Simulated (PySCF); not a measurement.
Atoms are numbered as in `[OH:1][CH2:2][C:3]1([F:4])[O:5][CH2:6][O:7][CH2:8][O:9]1` (H(Xn): hydrogen on atom n).

Geometry: GFN2-xTB; GIAO shifts from PySCF, gas phase, non-relativistic, averaged over equivalent atoms.

At PBE0/def2-SVP (161 basis functions, 26 s wall time on 1 thread of an Arm Neoverse V1, shared host):
```csv
atoms,δ (ppm)
O5/O9,109.1
O7,82.6
O1,6.9
C3,119.9
C6/C8,84.7
C2,66.4
F4,-107.3
Hb(C6)/Ha(C8),5.56
Ha(C6)/Hb(C8),4.94
H(C2),3.82
H(O1),0.84
```

Scale: ¹⁷O (344.62 ppm) against H2O; ¹³C (196.16 ppm), ¹H (31.81 ppm) against TMS; CFCl3 for ¹⁹F (208.86 ppm) (reference shieldings calculated alike).

**Question.** Estimate the result of repeating the calculation with PBE0/pcSseg-1.

**Answer.** 
```
        atoms  δ at PBE0/pcSseg-1  change
        O5/O9               122.9   +13.8
           O7                93.3   +10.7
           O1                 8.4    +1.5
           C3               123.2    +3.3
        C6/C8                90.8    +6.1
           C2                71.3    +4.9
           F4              -124.8   -17.5
Hb(C6)/Ha(C8)                5.75   +0.19
Ha(C6)/Hb(C8)                5.23   +0.29
        H(C2)                3.99   +0.17
        H(O1)                1.28   +0.44
```

References, each an isolated molecule treated in the same way: ¹⁷O (336.08 ppm) against H2O; TMS for ¹³C (186.93 ppm) and ¹H (31.72 ppm); CFCl3 for ¹⁹F (170.95 ppm).

The largest change is at F4 (fluorine on an sp3 carbon). Cost: 188 basis functions, 26 s wall time on 1 thread of an Arm Neoverse V1, shared host. The order of the carbon signals is the same at both levels.

Unscaled 19F shifts against computed CFCl3 carry errors that often reach 10 to 50 ppm. Experimental scales use liquid or dissolved standards, which lie at an offset from isolated H2O (liquid H2O: subtract about 36 ppm).
